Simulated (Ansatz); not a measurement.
`CN(C)BF` + `NC[SiH2]N` → `CN[SiH2]CN` + `CNBF`  (substitution at a C–N bond)

Computed with Ansatz on PBE0-D4/def2-TZVP structures; ΔE is electronic, products minus reactants. CBS: MP2 limit from def2 TZ/QZ plus the TZ coupled-cluster correction, frozen cores. This one scheme is used for every species. Functionals use def2-TZVPP. One conformer a species, not always the lowest.

Problem. Is it downhill or uphill in electronic energy at CCSD(T)/CBS, and by how much? (An estimate is asked.)

Solution. Computed: Uphill: ΔE = +22.4 kJ/mol.

Problem. What do these levels give: PBE-D4, PBE0-D4, ωB97M-V, PBE, PBE0, SCS-MP2/def2-TZVPP? (Best estimate.)

Solution. The calculation gave: PBE-D4 20.1, PBE0-D4 19.8, ωB97M-V 20.5, PBE 20.3, PBE0 20.2, SCS-MP2/def2-TZVPP 22.3 kJ/mol.

Largest T1 diagnostic among the species: 0.012.

In def2-TZVPP, CCSD(T) changes the Hartree–Fock value by +6.0 kJ/mol (the triples alone add +1.0 kJ/mol) and MP2 by +7.6 kJ/mol.
